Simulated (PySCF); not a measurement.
C₂H₆F₂OSi, SMILES O(C)C([SiH3])(F)F. Heavy atoms are numbered as in [CH3:1][O:2][C:3]([F:4])([F:5])[SiH3:6]. Hydrogens are named by the atom that carries them.

Geometry: B3LYP-D3(BJ)/def2-SVP. The structure was generated by enumeration, and PubChem lists no compound with its InChIKey, so it may never have been made. One conformer was computed; it need not be the lowest.

Calculation: PBE/pcSseg-1 (PySCF).

GIAO shieldings, no solvent; atoms alike by connectivity are averaged. δ = σ(ref) − σ: ¹³C against TMS (σ = 182.0 ppm); ¹⁷O against H2O (σ = 334.3 ppm); ¹⁹F against CFCl3 (σ = 133.6 ppm); ²⁹Si against TMS (σ = 335.4 ppm); ¹H against TMS (σ = 31.49 ppm), references at their B3LYP-D3(BJ)/def2-TZVP geometries, non-relativistic.

| nucleus | atoms | count | δ (ppm) |
|---|---|---|---|
| ¹³C | C3 | 1 | 141.0 |
| ¹³C | C1 (CH3) | 1 | 50.8 |
| ¹⁷O | O2 | 1 | 115.4 |
| ¹⁹F | F4 | 2 | -107.9 |
| ²⁹Si | Si6 (SiH3) | 1 | -71.4 |
| ¹H | H on Si6 | 3 | 4.22 |
| ¹H | H on C1 | 3 | 3.98 |
